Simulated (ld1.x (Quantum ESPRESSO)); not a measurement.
## hafnium, TM: configuration errors across variants

ld1.x (Quantum ESPRESSO) 7.5 input, shortened:

```
&input
   title='Hf', zed=72., rel=2, dft='PBE', iswitch=3,
   config='[Xe] 4f14 5d2 6s2 6p0', rel_dist='average'
 /
 &inputp
   pseudotype=2, tm=.true., lloc=2,
   nlcc=.false.
 /
3
5S  1  0   2.00   0.00  1.60  1.60  0.0
5P  2  1   6.00   0.00  1.30  1.30  0.0
5D  3  2   2.00   0.00  2.60  2.60  0.0
 &test
   configts(1)='5s2 5p6 5d2 6s2 6p0'
 /
```

Open shells are filled in proportion to 2j + 1 (rel_dist='average').

Occupied shells without a wave of their own: 6s. They enter only through the test configuration that unscreens the potential.

All-electron excitation energies from the reference (eV): (1) 5s2 5p6 5d2 6s1 6p0 7.980; (2) 5s2 5p6 5d2 6s0 6p0 22.160; (3) 5s2 5p6 5d1 6s0 6p0 43.943; (4) 5s2 5p6 5d2 6s1.5 6p0 3.256; (5) 5s2 5p6 5d3 6s0 6p0 9.991; (6) 5s2 5p6 5d0 6s0 6p0 76.771.

For the base: The 6s level has no wave, so the channel is fitted at the deeper level alone: the likely source of the large errors.

Tests that are not counted but printed errors over 1 eV. “wave 5d (bound): rc 2.60 bohr becomes 5d (bound): rc 3.46 bohr”: 5s2 5p6 5d2 6s1 6p1 (solver errors, printed error -6.9 eV).

3 further variants failed, have other tests or too few solved ones, and are left out.

A true bound ghost makes a file unfit for plane-wave use even where its test errors are small: the radial tests pick states by their node count and pass the ghost by.

The file “base” misses its own reference levels by 0.6 eV. The file “wave 5d (bound): rc 2.60 bohr becomes 5d (bound): rc 2.20 bohr” misses its own reference levels by 0.4 eV. The file “wave 5d (bound): rc 2.60 bohr becomes 5d (bound): rc 3.46 bohr” misses its own reference levels by 2.1 eV.

Errors AE − PS in meV (a dash: test not solved or not reliable):

```tsv
change	(1)	(2)	(3)	(4)	(5)	(6)	bound ghosts
base	+727	+1829	+2498	+323	+1281	+3219	s, p3/2
wave 5d (bound): rc 2.60 bohr becomes 5d (bound): rc 2.20 bohr	+541	+1372	+1885	+240	+949	+2411	p3/2
wave 5d (bound): rc 2.60 bohr becomes 5d (bound): rc 3.46 bohr	-2716	-7025	-9651	-1192	-4837	-12336	none
```

(1) Give the same row for: wave 5d (bound): rc 2.60 bohr becomes 5d (bound): rc 1.86 bohr.

Results:

(1) +548, +1389, +1909, +243, +960, +2442; bound ghosts: p3/2.
